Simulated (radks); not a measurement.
The numbers below are computed, except where a source is named.
Rh3+, 42 electrons, occupied as [Kr] 4d4 5s1 5p1 (not the ground configuration).

Code: a radial shooting solver on a logarithmic mesh with Libxc functionals. Model: scalar-relativistic Kohn-Sham, PBE, spin-polarised, spherical densities, finite nucleus; open shells are filled with parallel spins first (spin-orbit coupling, left out, can overturn this in heavy ions); Fermi nuclear charge, rms radius 4.4945 fm.

Energy parts (hartree):
part                        energy
total                  -4780.88939
kinetic                 4951.52711
electron-nucleus      -11466.61372
Hartree                 1871.11722
exchange-correlation    -136.92000

Orbitals (lengths in bohr, moments of r in powers of bohr; <r^-3> diverges for s and p1/2):
1s up: occ. 1; eigenvalue (hartree) -848.4452; <r^2> 0.001438; <r> 0.03263
1s down: occ. 1; eigenvalue (hartree) -848.4425; <r^2> 0.001438; <r> 0.03263
2s up: occ. 1; eigenvalue (hartree) -124.6093; <r^2> 0.02374; <r> 0.1419
2s down: occ. 1; eigenvalue (hartree) -124.5781; <r^2> 0.02374; <r> 0.1419
2p up: occ. 3; eigenvalue (hartree) -111.8649; <r^-3> 3244; <r^2> 0.01870; <r> 0.1237
2p down: occ. 3; eigenvalue (hartree) -111.8405; <r^-3> 3245; <r^2> 0.01869; <r> 0.1237
3s up: occ. 1; eigenvalue (hartree) -23.76940; <r^2> 0.1746; <r> 0.3906
3s down: occ. 1; eigenvalue (hartree) -23.75161; <r^2> 0.1745; <r> 0.3905
3p up: occ. 3; eigenvalue (hartree) -19.58202; <r^-3> 565.4; <r^2> 0.1771; <r> 0.3904
3p down: occ. 3; eigenvalue (hartree) -19.56178; <r^-3> 565.1; <r^2> 0.1769; <r> 0.3902
3d up: occ. 5; eigenvalue (hartree) -12.89385; <r^-3> 76.66; <r^2> 0.1637; <r> 0.3701
3d down: occ. 5; eigenvalue (hartree) -12.86383; <r^-3> 76.63; <r^2> 0.1635; <r> 0.3699
4s up: occ. 1; eigenvalue (hartree) -4.82844; <r^2> 1.048; <r> 0.9632
4s down: occ. 1; eigenvalue (hartree) -4.68570; <r^2> 1.039; <r> 0.9591
4p up: occ. 3; eigenvalue (hartree) -3.61765; <r^-3> 94.71; <r^2> 1.246; <r> 1.046
4p down: occ. 3; eigenvalue (hartree) -3.46776; <r^-3> 96.20; <r^2> 1.236; <r> 1.042
4d up: occ. 4; eigenvalue (hartree) -1.84821; <r^-3> 8.819; <r^2> 1.938; <r> 1.289
4d down: occ. 0; eigenvalue (hartree) -1.69066; <r^-3> 8.936; <r^2> 1.938; <r> 1.288
5s up: occ. 1; eigenvalue (hartree) -1.29693; <r^2> 5.916; <r> 2.301
5s down: occ. 0; eigenvalue (hartree) -1.15626; <r^2> 5.969; <r> 2.311
5p up: occ. 1; eigenvalue (hartree) -1.00010; <r^-3> 15.45; <r^2> 7.757; <r> 2.632

The highest occupied level is 5p up at -27.214 eV. The configuration is held as typed, so some empty levels lie below it. The electron density at the nucleus is 1.238e+05 e/bohr^3 (large components only).
